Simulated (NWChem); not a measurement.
GaHClF; SMILES [F][GaH][Cl]

Program: NWChem. Pople sets run with spherical d functions. All runs use the structure optimised with PBE0/def2-SVP. Total energies compare along this basis series because the functional is fixed.

```
level           basis functions  energy (Ha)  highest occupied level (eV)  orbital gap (eV)  dipole (D)
--------------  ---------------  -----------  ---------------------------  ----------------  ----------
B3LYP/STO-3G                 33   -2456.4424                        -2.56              2.61        1.98
B3LYP/3-21G                  46   -2473.4418                          [?]              7.22         [?]
B3LYP/6-31G*                 66   -2485.3432                        -8.96              7.18        2.09
B3LYP/6-311G**               94   -2485.6557                        -9.13              7.21        2.23
```

Task: Fill in the missing entries.

Result: 
- B3LYP/3-21G, highest occupied level (eV): -8.89
- B3LYP/3-21G, dipole (D): 2.37
